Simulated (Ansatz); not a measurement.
Relaxation of FH7OW (10 atoms, charge 0, multiplicity 1), to a largest force component of 0.03 eV/Å in at most 50 steps.

Level of theory: Ansatz 0.2.0, RKS PBE0-D4/def2-SVP.

```xyz
10
Properties=species:S:1:pos:R:3
W 0.200 0.171 -0.467
O 0.270 0.130 2.658
H -0.531 0.608 2.905
H 1.321 -0.796 0.281
H -0.894 1.074 0.397
H -1.404 -0.373 -0.384
H -0.138 -1.482 -0.301
H 0.432 0.518 -2.129
F 1.295 1.460 0.369
H 0.876 0.844 2.355
```

Where does it end, and by what steps?

The run converged. After 30 steps the energy has fallen by 1.488 eV; F9 moved furthest, 1.70 Å. Joined: W1–O2 (3.13 → 2.31 Å).

| step | energy less start (eV) | largest force component (eV/Å) | accepted |
| --- | --- | --- | --- |
| 0 | 0.0000 | 0.809 | yes |
| 2 | -0.2037 | 1.167 | yes |
| 4 | -0.2839 | 0.180 | yes |
| 6 | -0.3014 | 0.261 | yes |
| 8 | -0.3081 | 0.213 | yes |
| 10 | -0.3140 | 0.217 | yes |
| 12 | -0.3178 | 0.158 | yes |
| 14 | -0.3528 | 1.075 | yes |
| 16 | -0.7728 | 1.155 | yes |
| 18 | -1.0601 | 0.959 | yes |
| 20 | -1.3055 | 0.473 | yes |
| 22 | -1.3279 | 0.804 | no |
| 24 | -1.3791 | 0.615 | yes |
| 26 | -1.4102 | 0.555 | yes |
| 28 | -1.4799 | 0.218 | yes |
| 30 | -1.4883 | 0.026 | yes |

```xyz
10
Properties=species:S:1:pos:R:3
W 0.464 0.618 -0.033
O 0.030 0.141 2.188
H -0.914 0.179 2.386
H 1.750 -0.169 0.750
H -0.692 1.650 0.663
H -1.086 -0.025 -0.011
H 0.289 -1.050 0.038
H -0.055 -0.144 -1.410
F 1.314 1.696 -1.319
H 0.328 -0.743 2.432
```

Whether the end is a true minimum wasn't checked by a vibrational analysis.

The run took 84 s on 2 threads of Arm Neoverse V1 (shared host), peak memory 0.19 GiB.
